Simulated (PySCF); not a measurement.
Species: C₂H₄BF₂N.
Cartesian coordinates in Å at the PBE0-D3(BJ)/def2-SVP level; atoms count from 1:
```
atom  x, y, z in Å
C1     1.7686   -0.3388   -0.2809
N2     0.7555   -0.6229    0.4144
C3    -0.3064    0.3343    0.5164
B4    -1.6321   -0.1372   -0.1822
F5    -1.6982   -1.1814   -0.9785
F6    -2.7419    0.5546   -0.0029
H7     2.5785   -1.0742   -0.3857
H8     1.8976    0.6312   -0.8055
H9    -0.0580    1.3390    0.1016
H10   -0.5579    0.5010    1.5798
```

Theory: EOM-IP-CCSD/aug-cc-pVDZ in PySCF, restricted Hartree–Fock reference, 6 core orbitals frozen, non-relativistic, gas phase, PBE0-D3(BJ)/def2-SVP geometry.

Hartree–Fock orbital energies give these Koopmans values (eV): HOMO 11.40, HOMO-1 11.59, HOMO-2 14.53, HOMO-3 15.71, HOMO-4 17.43, HOMO-5 17.87, HOMO-6 17.94, HOMO-7 18.02.

Q: What vertical ionisation energies does EOM-IP-CCSD give?

A: 
| leading hole (HF orbital) | Koopmans (eV) | EOM-IP-CCSD (eV) | change (eV) | one-hole share |
| --- | --- | --- | --- | --- |
| HOMO | 11.40 | 9.95 | -1.45 | 0.95 |
| HOMO-1 | 11.59 | 11.33 | -0.26 | 0.96 |
| HOMO-2 | 14.53 | 13.43 | -1.10 | 0.96 |
| HOMO-3 | 15.71 | 14.46 | -1.25 | 0.95 |
| HOMO-4 | 17.43 | 15.29 | -2.14 | 0.95 |
| HOMO-6 | 17.94 | 15.76 | -2.18 | 0.95 |
| HOMO-5 | 17.87 | 16.11 | -1.76 | 0.94 |
| HOMO-7 | 18.02 | 16.39 | -1.63 | 0.94 |

Q: Does the order of the lines follow the orbital energies?

A: No: the HOMO-6 hole (15.76 eV) falls below the HOMO-5 hole (16.11 eV). The corrections run from -2.18 to -0.26 eV, with a mean of -1.47 eV over the 8 lines; no line lies above its Koopmans value.

Q: At what kinetic energies would He II light (40.81 eV) eject these electrons?

A: 30.86 eV (HOMO), 29.48 eV (HOMO-1), 27.38 eV (HOMO-2), 26.35 eV (HOMO-3), 25.52 eV (HOMO-4), 25.05 eV (HOMO-6), 24.70 eV (HOMO-5), 24.42 eV (HOMO-7).

One root was sought for each valence orbital with −ε under 21 eV, eight at most, so deeper holes and satellites are missing; no vibrational structure.

One conformer stands for the species.
